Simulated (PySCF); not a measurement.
Job for PySCF: R-BP86/6-31G* on BClH2O (SMILES OBCl), a point of a torsion scan.

```python
from pyscf import gto, scf, dft, mp
from pyscf.data.elements import chemcore

mol = gto.M(
    atom='''
    O    -0.90697293   -0.18657031   -0.25454407
    B     0.24990628    0.37696618   -0.49687930
    Cl    0.44409672    2.08549703   -0.24264500
    H    -1.44013349   -0.61120346    0.39846342
    H     1.14248389   -0.19368933   -1.01449587
    ''',
    basis='6-31g*',
    cart=True,
    charge=0, spin=0, verbose=3, max_memory=1800)
mf = dft.RKS(mol, xc='b88,p86')
mf.conv_tol = 1e-8
mf.max_cycle = 100
mf.kernel()
if not mf.converged:
    mf = mf.newton().run(mf.mo_coeff, mf.mo_occ)
```

Output:

```
converged SCF energy = -561.553597096007
```

The calculation finished and met its thresholds.

Cost: roughly 4 core-seconds.
